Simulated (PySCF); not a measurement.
## Nuclear quadrupole coupling in `O=C(O)c1ccn[n-]1`

Species: C4H3N2O2 (charge -1).
Bonds: O1–C2 (double), C2–O3, C2–C4, C4–C5 (aromatic), C5–C6 (aromatic), C6–N7 (aromatic), N7–N8 (aromatic), C4–N8 (aromatic). Hydrogens: H9 on O3; H10 on C5; H11 on C6.

Field gradients from the B3LYP/pcJ-1 density (PySCF, non-relativistic), principal values in atomic units, ordered |Vxx| ≤ |Vyy| ≤ |Vzz|:

```json
{"atom": "O1", "Vxx": "0.5340", "Vyy": "0.8861", "Vzz": "-1.4201"}
{"atom": "O3", "Vxx": "-0.3960", "Vyy": "-1.3482", "Vzz": "1.7442"}
{"atom": "N7", "Vxx": "0.4291", "Vyy": "0.6192", "Vzz": "-1.0483"}
{"atom": "N8", "Vxx": "0.4348", "Vyy": "0.6045", "Vzz": "-1.0393"}
```

Problem. Find the asymmetry η = (Vxx − Vyy)/Vzz and the couplings χ = eQV/h (234.96 MHz × Q in barn × V in au), with Q(17O) = −0.0256 b, Q(14N) = 0.02044 b.

Solution. 
```json
{"atom": "O1", "environment": "acid carbonyl oxygen", "nucleus": "17O", "η": "0.25", "χzz (MHz)": "8.54", "χxx (MHz)": "-3.21", "χyy (MHz)": "-5.33"}
{"atom": "O3", "environment": "acid hydroxyl oxygen", "nucleus": "17O", "η": "0.55", "χzz (MHz)": "-10.49", "χxx (MHz)": "2.38", "χyy (MHz)": "8.11"}
{"atom": "N7", "environment": "ring nitrogen", "nucleus": "14N", "η": "0.18", "χzz (MHz)": "-5.03", "χxx (MHz)": "2.06", "χyy (MHz)": "2.97"}
{"atom": "N8", "environment": "two-coordinate ring nitrogen", "nucleus": "14N", "η": "0.16", "χzz (MHz)": "-4.991", "χxx (MHz)": "2.088", "χyy (MHz)": "2.903"}
```

Problem. What is Vzz at O1 in SI units (1 au = 9.71736 × 10²¹ V/m²)?

Solution. -1.4201 au = -13.800 × 10²¹ V/m².

Problem. What couplings would deuterons (Q(2H) = 0.00286 b) have in place of the hydrogens, at this geometry?

Solution. 
| atom | bonded to | bond length (Å) | Vzz (au) | η | χzz (kHz) |
| --- | --- | --- | --- | --- | --- |
| H9 | O3 | 0.969 | 0.4327 | 0.10 | 291 |
| H10 | C5 | 1.075 | 0.3415 | 0.05 | 230 |
| H11 | C6 | 1.080 | 0.3311 | 0.08 | 223 |

Geometry: GFN2-xTB, one conformer, isolated ion. The pcJ-1 basis has no diffuse functions, a weakness for an anion. GFN2-xTB bond lengths can be off by several hundredths of an ångström, more for odd bonds, and the gradients follow them. The small basis limits the accuracy of the gradients.

The values belong to the conformer `[O:1]=[C:2]([OH:3])[c:4]1[cH:5][cH:6][n:7][n-:8]1`: O1–C2–C4–C5 0°, H–O3–C2–O1 0°.
